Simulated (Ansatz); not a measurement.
Ansatz (a program for electronic structure) input:

Ansatz 0.2 input:
```yaml
crystal:
  periodic: [false, false, false]
  atoms:
    - {symbol: B, position_ang: [-0.77657967, 0.03230627, -0.00413419]}
    - {symbol: N, position_ang: [0.60979542, -0.02536793, 0.00324630]}
    - {symbol: H, position_ang: [-1.39837774, -0.98543134, -0.02544751]}
    - {symbol: H, position_ang: [-1.31189213, 1.09818051, 0.01101914]}
    - {symbol: H, position_ang: [1.19719081, 0.79223349, 0.02089926]}
    - {symbol: H, position_ang: [1.12740949, -0.88893853, -0.00852404]}
basis:
  gaussian:
    orbitals: cc-pVQZ
magnetization: {spin_polarized: false}
correlation: {method: ccsd_t, electrons: outside_noble_gas}
```

### Question
Which total energy does the run end on?

### Answer
-81.91470 Eh (CCSD(T)/cc-pVQZ). The basis has 230 functions.
